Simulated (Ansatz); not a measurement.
F₂H₂O₂SW, SMILES `[OH][W]([OH])([F])([F])=[S]`, relaxed with RKS PBE-D4/def2-SVP in the Gaussian-basis code of Ansatz from a rough embedded geometry. The force threshold is 0.03 eV/Å; the program also tests the step.

Total charge 0; spin multiplicity 1. W takes the def2 core potential.

Start:

```xyz
8

O    -1.018    0.839   -1.038
W    -0.152   -0.521    0.266
O     1.622   -0.307   -0.728
F     0.638    0.970    1.244
F     0.061   -0.651    2.312
S    -1.834   -1.029    1.589
H    -1.255    0.920   -1.954
H     1.939   -0.220   -1.691
```

| step | energy (eV) | largest force (eV/Å) | largest move (Å) |
| --- | --- | --- | --- |
| 1 | -22197.7690 | 4.712 | 0.000 |
| 2 | -22199.8373 | 2.288 | 0.195 |
| 3 | -22201.3457 | 2.344 | 0.194 |
| 4 | -22202.6836 | 1.473 | 0.195 |
| 5 | -22203.5267 | 1.009 | 0.195 |
| 6 | -22204.1248 | 1.073 | 0.198 |
| 7 | -22204.4095 | 1.277 | 0.196 |
| 8 | -22204.5450 | 0.993 | 0.195 |
| 9 | -22204.6132 | 0.289 | 0.200 |
| 10 | -22204.6222 | 0.129 | 0.057 |
| 11 | -22204.6282 | 0.158 | 0.052 |
| 13 | -22204.6409 | 0.106 | 0.090 |
| 15 (rejected) | -22204.6502 | 1.298 | 0.143 |
| 17 | -22204.6796 | 0.313 | 0.073 |
| 19 (rejected) | -22204.6866 | 0.830 | 0.147 |
| 21 | -22204.7099 | 0.184 | 0.084 |
| 23 (rejected) | -22204.7145 | 0.538 | 0.131 |
| 25 | -22204.7339 | 0.151 | 0.095 |
| 27 | -22204.7458 | 0.132 | 0.069 |
| 29 | -22204.7647 | 0.367 | 0.107 |
| 31 | -22204.7735 | 0.186 | 0.060 |
| 33 | -22204.7828 | 0.050 | 0.077 |
| 35 | -22204.7839 | 0.028 | 0.039 |
| 37 | -22204.7841 | 0.015 | 0.022 |

End:

```xyz
8

O    -0.553    0.841   -1.193
W    -0.085   -0.143    0.384
O     0.984   -1.225   -0.727
F    -0.552    1.488    1.236
F     1.202   -0.247    1.762
S    -1.713   -1.433    0.885
H    -1.029    1.686   -1.067
H     1.746   -0.967   -1.280
```

It took 58 s on 4 threads of an Arm Neoverse V2 on a shared host, with 0.18 GiB of host memory at the peak.
